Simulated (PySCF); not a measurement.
NMR data simulated for an unnamed compound:

$^{1}$H NMR (500 MHz, computed): δ 6.48 (m, 1H), 4.39 (m, 1H), 3.84 (m, 1H), 3.42 (m, 1H).

$^{13}$C{$^{1}$H} NMR (computed): δ 169.4 (C), 119.7 (CH), 70.0 (CH), 41.0 (CH2).

[PySCF 2.14: GFN2-xTB geometry; NMR shieldings at PBE0/pcSseg-1/GIAO; non-relativistic Hamiltonian; in vacuum; one conformer]

Chemical shifts δ = σref − σ; $^{1}$H, $^{13}$C vs TMS, all at this level.

Which of these does the molecule contain: a non-aromatic C=C double bond, an aldehyde, an ester, an N-methyl group?

## Answers


- A non-aromatic C=C double bond: no.
- An aldehyde: no.
- An ester: yes (δC 169.4).
- An N-methyl group: no.

The data belong to `InChI=1S/C4H4F2O2/c5-4(6)2-1-3(7)8-2/h2,4H,1H2/t2-/m1/s1`; they needn't prove each group on their own.

Carbon signals by region: 1 in the far downfield region (above 160 ppm), 1 in the sp2 and nitrile region (100–160 ppm), 1 at 50–100 ppm, 1 below 50 ppm. Above 160 ppm: 169.4, ester carbonyl carbon.

Splittings by $^{19}$F in the carbon and heteronuclear signals aren't shown, as no couplings were computed. Shifts are as computed. Against solution values, carbons near 30 ppm lie about +3 ppm off and those near 130 ppm about +5 ppm. Of 1211 compounds with measured shifts, 218 miss one by over three times the rms of a fit or turn the order of signals round; such compounds aren't used in these exercises. No couplings were computed; multiplicities are counted from neighbouring protons, with m where these are inequivalent, close in shift, in a saturated or five-membered ring or joined by F or P, and br s for small geminal =CH2 splittings.
